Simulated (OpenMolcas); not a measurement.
## Multiconfigurational calculation on Pt I

Input:

```
&GATEWAY
Coord
1

Pt 0.0 0.0 0.0
Basis=ANO-RCC-VTZP
Group=XYZ
NoMove
AngMom=0.0 0.0 0.0
AMFI
&SEWARD
* reference wave functions (RASSCF and RASSI steps not shown): 10 electrons in 6 orbitals (5d 6s)
>>> COPY JOB001 $Project.JobIph
&CASPT2
Multistate=15 1 2 3 4 5 6 7 8 9 10 11 12 13 14 15
Frozen=14 16
IPEA=0.0
Imaginary=0.1
MaxIter=60
WThr=0.0 0.3 0.05
PrWF=0.5
NoMix
>>> COPY JOB002 $Project.JobIph
&CASPT2
Multistate=20 1 2 3 4 5 6 7 8 9 10 11 12 13 14 15 16 17 18 19 20
Frozen=14 16
IPEA=0.0
Imaginary=0.1
MaxIter=60
WThr=0.0 0.3 0.05
PrWF=0.5
NoMix
```

Launched by
```bash
OMP_NUM_THREADS=1 MOLCAS_MEM=1689 MOLCAS_PROJECT=a pymolcas a.inp > a.log  # once for each step of the input, in one work folder
```

Output, cut to the results:

```
--- CASPT2 ---
Orbital specifications:
      -----------------------

      Symmetry species                           1   2
                                                ag  au
      Frozen orbitals                           14  16
      Inactive orbitals                          1   3
      Active orbitals                            6   0
      Secondary orbitals                        21  23
      Deleted orbitals                           0   0
      Number of basis functions                 42  42
Type of calculation                        MS-CASPT2
      Fock operator                              state-specific
      IPEA shift                                 0.00
      Real shift                                 0.00
      Imaginary shift                            0.10
      The input orbitals will be transformed to quasi-canonical
Reference energy:      -18395.9220155676
      E2 (Non-variational):      -0.5725742695
      Shift correction:          -0.0006902877
      E2 (Variational):          -0.5732645572
      Total energy:          -18396.4952801248
      Residual norm:              0.0000003288
      Reference weight:           0.87677
      Contributions to the CASPT2 correlation energy
      Active & Virtual Only:         -0.3235100180
      One Inactive Excited:          -0.1843641325
      Two Inactive Excited:          -0.0647001190
Reference energy:      -18395.9220155676
      E2 (Non-variational):      -0.5725450253
      Shift correction:          -0.0006755021
      E2 (Variational):          -0.5732205274
      Total energy:          -18396.4952360950
      Residual norm:              0.0000003336
      Reference weight:           0.87696
      Contributions to the CASPT2 correlation energy
      Active & Virtual Only:         -0.3234795359
      One Inactive Excited:          -0.1843654954
      Two Inactive Excited:          -0.0646999939
::    CASPT2 Root  1     Total energy: -18396.49528012
::    CASPT2 Root  2     Total energy: -18396.49523609
::    CASPT2 Root  3     Total energy: -18396.49526455
::    CASPT2 Root  4     Total energy: -18396.49523392
::    CASPT2 Root  5     Total energy: -18396.49525578
::    CASPT2 Root  6     Total energy: -18396.49523340
::    CASPT2 Root  7     Total energy: -18396.49537299
::    CASPT2 Root  8     Total energy: -18396.49643130
::    CASPT2 Root  9     Total energy: -18396.49671779
::    CASPT2 Root 10     Total energy: -18396.49421644
::    CASPT2 Root 11     Total energy: -18396.49585469
::    CASPT2 Root 12     Total energy: -18396.49277015
::    CASPT2 Root 13     Total energy: -18396.45595741
::    CASPT2 Root 14     Total energy: -18396.45595741
::    CASPT2 Root 15     Total energy: -18396.45595741
::    MS-CASPT2 Root  1     Total energy: -18396.49685518
::    MS-CASPT2 Root  2     Total energy: -18396.49653516
::    MS-CASPT2 Root  3     Total energy: -18396.49582840
::    MS-CASPT2 Root  4     Total energy: -18396.49552622
::    MS-CASPT2 Root  5     Total energy: -18396.49535804
::    MS-CASPT2 Root  6     Total energy: -18396.49527991
::    MS-CASPT2 Root  7     Total energy: -18396.49524285
::    MS-CASPT2 Root  8     Total energy: -18396.49523515
::    MS-CASPT2 Root  9     Total energy: -18396.49510806
::    MS-CASPT2 Root 10     Total energy: -18396.49497623
::    MS-CASPT2 Root 11     Total energy: -18396.49417596
::    MS-CASPT2 Root 12     Total energy: -18396.49275162
::    MS-CASPT2 Root 13     Total energy: -18396.45595714
::    MS-CASPT2 Root 14     Total energy: -18396.45595530
::    MS-CASPT2 Root 15     Total energy: -18396.45595423
--- CASPT2 ---
Orbital specifications:
      -----------------------

      Symmetry species                           1   2
                                                ag  au
      Frozen orbitals                           14  16
      Inactive orbitals                          1   3
      Active orbitals                            6   0
      Secondary orbitals                        21  23
      Deleted orbitals                           0   0
      Number of basis functions                 42  42
Type of calculation                        MS-CASPT2
      Fock operator                              state-specific
      IPEA shift                                 0.00
      Real shift                                 0.00
      Imaginary shift                            0.10
      The input orbitals will be transformed to quasi-canonical
Reference energy:      -18395.9154207261
      E2 (Non-variational):      -0.5838408638
      Shift correction:          -0.0009426745
      E2 (Variational):          -0.5847835383
      Total energy:          -18396.5002042644
      Residual norm:              0.0000001947
      Reference weight:           0.86382
      Contributions to the CASPT2 correlation energy
      Active & Virtual Only:         -0.3290339433
      One Inactive Excited:          -0.1874533853
      Two Inactive Excited:          -0.0673535352
Reference energy:      -18395.9154207261
      E2 (Non-variational):      -0.5838406657
      Shift correction:          -0.0009424375
      E2 (Variational):          -0.5847831032
      Total energy:          -18396.5002038293
      Residual norm:              0.0000001942
      Reference weight:           0.86382
      Contributions to the CASPT2 correlation energy
      Active & Virtual Only:         -0.3290337552
      One Inactive Excited:          -0.1874533662
      Two Inactive Excited:          -0.0673535443
::    CASPT2 Root  1     Total energy: -18396.50020426
::    CASPT2 Root  2     Total energy: -18396.50020383
::    CASPT2 Root  3     Total energy: -18396.50020337
::    CASPT2 Root  4     Total energy: -18396.50020436
::    CASPT2 Root  5     Total energy: -18396.50020908
::    CASPT2 Root  6     Total energy: -18396.43880997
::    CASPT2 Root  7     Total energy: -18396.43894190
::    CASPT2 Root  8     Total energy: -18396.43893742
::    CASPT2 Root  9     Total energy: -18396.43894182
...
```

Levels above the lowest, from the spin-orbit matrix with the multistate effective Hamiltonian, averaged by term, added to it:

```tsv
Configuration	Term	J	E (eV)	g	Term weight %	Second
5d⁸ 6s²	³F	4	0.0000	1.241	96	4 ¹G
5d⁹ 6s	¹D	2	0.2060	1.047	68	20 ³D
5d⁹ 6s	³D	3	0.365	1.334	100	
5d⁹ 6s	³D	2	0.927	1.124	40	25 5d⁸ 6s² ¹D
5d¹⁰	¹S	0	1.018		92	8 5d⁸ 6s² ³P
5d⁸ 6s²	³F	3	1.149	1.084	100	
5d⁹ 6s	³D	1	1.671	0.499	100	
5d⁸ 6s²	³P	2	1.761	1.267	53	20 5d⁹ 6s ³D
5d⁸ 6s²	³F	2	1.865	0.900	50	19 5d⁹ 6s ³D
5d⁸ 6s²	³P	1	2.218	1.501	100	
5d⁸ 6s²	³P	0	2.604		92	8 5d¹⁰ ¹S
5d⁸ 6s²	¹G	4	2.718	1.010	96	4 ³F
5d⁸ 6s²	¹D	2	3.189	0.996	60	22 ³F
```

Against the 9 measured excited levels shown (NIST Handbook of Basic Atomic Spectroscopic Data) the mean absolute deviation is 2500 cm-1; the largest miss in energy is 5d⁸ 6s² ¹D₂ [60 %]: computed 2.824, measured 3.3028 eV (-14.5 %), and the largest in proportion 5d⁸ 6s² ³F₄ (-457.3 %). These deviations count from the computed level that pairs with the measured ground level.

CASPT2 breaks the degeneracy within a term, and the mean is taken; among the terms shown or strongly mixed into the levels shown the widest spread is 1600 cm-1 (5d⁸ 6s² ¹G). Over all roots computed the reference weight is 0.82 to 0.88; the roots of lowest weight are the least certain, and an intruder state may touch them. The lowest computed level is not the ground level that NIST lists (3D3). Configurations are named by rounded mean occupations; where the s occupation lies near a half they are strongly mixed, a name can repeat and a true partner stay unpaired. A single d shell beside an s shell can misplace configurations of different d count against each other. The CASPT2 spread within a term exceeds the gap to the next term for 5d⁹ 6s ³D and 5d⁸ 6s² ³F, 5d⁸ 6s² ¹D and 5d⁸ 6s² ¹G, so the order of their levels is uncertain, and so are names and mixing where such terms share a J. The lowest spin-free term belongs to 5d⁹ 6s, not to the configuration of the lowest level. Measured partners are found by configuration, term and J. A level has none where our copy of the source lacks it or the pairing is in doubt (some pairs that miss far off the trend of their configuration count as doubtful), and it then counts in no deviation. Levels of configurations outside the active space are missing. The first state left out of the spin-orbit step lies near 45000 cm-1 above the lowest spin-free state of the reference (among the parities and spins computed), and the list stops at four fifths of that energy or lower.

The term weight is that of the spin-free term in the level, not the purity of its configuration. A share in square brackets marks a mixed level and gives the weight of the term that names it.
